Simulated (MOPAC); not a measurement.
MOPAC input (AM1):

```
AM1 PRECISE GNORM=0.05 LET XYZ UHF MS=0.5 GEO-OK AUX(PRECISION=9) THREADS=1
H2Sb

Sb   -0.01602737 1   -0.01947852 1    0.03811055 1
H    -0.53320809 1    1.26927154 1   -0.97307230 1
H     1.35060378 1   -0.27586713 1   -0.97056559 1
```

**Question.** What heat of formation does the run end on?

**Answer.** 49.28 kcal/mol.
